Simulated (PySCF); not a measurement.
Geometry (Å), atoms numbered from 1 in this order:
```xyz
22

C    -3.312    0.559    0.631
C    -2.310    0.240   -0.171
Cl   -2.634   -0.024   -1.857
C    -0.880    0.129    0.212
C    -0.256   -1.186   -0.277
C     1.082   -1.533    0.381
C     2.291   -0.806   -0.213
Si    2.265    1.081    0.073
Si    0.089    1.672   -0.419
H    -3.139    0.728    1.680
H    -4.323    0.662    0.280
H    -0.850    0.131    1.307
H    -0.128   -1.158   -1.362
H    -0.961   -1.996   -0.059
H     1.239   -2.610    0.269
H     1.020   -1.329    1.454
H     2.332   -1.017   -1.284
H     3.197   -1.240    0.215
H     2.656    1.338    1.469
H     3.304    1.696   -0.762
H    -0.487    2.830    0.277
H    -0.207    1.852   -1.844
```

- NMR shieldings at PBE0/pcSseg-1/GIAO
- GFN2-xTB structure
- run in PySCF 2.14.0 with density-fitted response routines
- non-relativistic, single conformer, no solvent

Chemical shifts δ = σref − σ; TMS for 13C (σref 186.93), 1H (σref 31.72), 29Si (σref 349.16); HCl for 35Cl (σref 949.78), all at this level.

```csv
atoms,nucleus,count,Hirshfeld charge,δ (ppm)
H22,1H,1,-0.08,?
H21,1H,1,-0.08,3.79
C5,13C,1,-0.08,36.9
C1,13C,1,-0.12,?
C6,13C,1,-0.07,?
H16,1H,1,0.03,1.24
H15,1H,1,0.04,2.32
C7,13C,1,-0.15,10.8
H20,1H,1,-0.08,3.88
H10,1H,1,0.05,?
H14,1H,1,0.03,2.00
Si9,29Si,1,0.23,-71.1
H12,1H,1,0.04,2.04
Si8,29Si,1,0.24,-83.4
Cl3,35Cl,1,-0.01,228
H13,1H,1,0.03,1.64
H19,1H,1,-0.08,3.95
C2,13C,1,0.03,?
H17,1H,1,0.04,?
C4,13C,1,-0.11,40.6
H18,1H,1,0.04,1.33
H11,1H,1,0.05,?
```

Problem. Complete the table.

Solution. 
- C2: 161.3 ppm, fully substituted alkene carbon; an sp2 carbon of a C=C bond
- C1: 113.9 ppm, terminal =CH2 carbon; an sp2 carbon of a C=C bond
- C6: 29.4 ppm, sp3 CH2 in a ring; saturated and bonded to C and H only
- H10: 5.30 ppm, hydrogen on a terminal =CH2 carbon; olefinic region
- H11: 5.19 ppm, hydrogen on a terminal =CH2 carbon; attached to an sp2 carbon and in the plane of the double bond
- H22: 4.35 ppm, hydrogen on a silicon bonded to C, Si, in a 6-membered ring
- H17: 0.67 ppm, hydrogen on an sp3 CH2 bonded to Si; an electropositive neighbour shields it, as in TMS itself

Carbons that carry Cl, above all several Cl atoms, come out too deshielded, partly because spin–orbit coupling is missing. Shifts are as computed. Against solution values, carbons near 30 ppm lie about +3 ppm off and those near 130 ppm about +5 ppm; carbons on Cl a further +6 ppm. Of 1211 compounds with measured shifts, 218 miss one by over three times the rms of a fit or turn the order of signals round; such compounds aren't used in these exercises.
